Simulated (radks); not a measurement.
Species: Sc2+. Configuration: [Ar] 3d1.

All-electron calculation, non-relativistic Kohn-Sham, PBE, spin-polarised, spherical densities, point nucleus; open shells are filled with parallel spins first. Program: a radial shooting solver on a logarithmic mesh with Libxc functionals.

Energy parts (hartree):
part                       energy
total                  -759.67442
kinetic                 758.97701
electron-nucleus      -1787.78714
Hartree                 307.48415
exchange-correlation    -38.34844

Orbitals (lengths in bohr, moments of r in powers of bohr):
orbital,occ.,eigenvalue (hartree),<r^2>
1s up,1,-161.1986,0.007271
1s down,1,-161.1989,0.007271
2s up,1,-17.82538,0.1417
2s down,1,-17.81620,0.1416
2p up,3,-14.81809,0.1176
2p down,3,-14.81109,0.1175
3s up,1,-2.57829,1.345
3s down,1,-2.54474,1.344
3p up,3,-1.81192,1.594
3p down,3,-1.77824,1.594
3d up,1,-0.67701,3.082
3d down,0,-0.64397,3.091

The highest occupied level is 3d up at -18.422 eV. Spin moment in Bohr magnetons: 1.
